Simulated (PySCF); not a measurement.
Computed shifts of a molecule C₃H₇BO, PySCF with PBE/pcSseg-1, GIAO, gas phase, equivalent atoms averaged, in ppm (number of nuclei): ¹³C: 24.9 (2), 17.2 (1). ¹H: 5.78 (1), 2.32 (1), 1.70 (1), 1.70 (1), 1.63 (1), 1.57 (1), 1.37 (1). References: ¹⁷O against H2O (σ = 334.3 ppm); ¹¹B against BF3 (σ = 83.9 ppm); ¹³C against TMS (σ = 182.0 ppm); ¹H against TMS (σ = 31.49 ppm), references at their B3LYP-D3(BJ)/def2-TZVP geometries, non-relativistic. Geometry: PBE0-D3(BJ)/def2-SVP. One conformer was computed; it need not be the lowest.

Question: Which molecule gave these data?
A) OB1CCC1
B) CB(C)C=O
C) C=CCBO
D) CB1CCO1

Answer: A, OB1CCC1
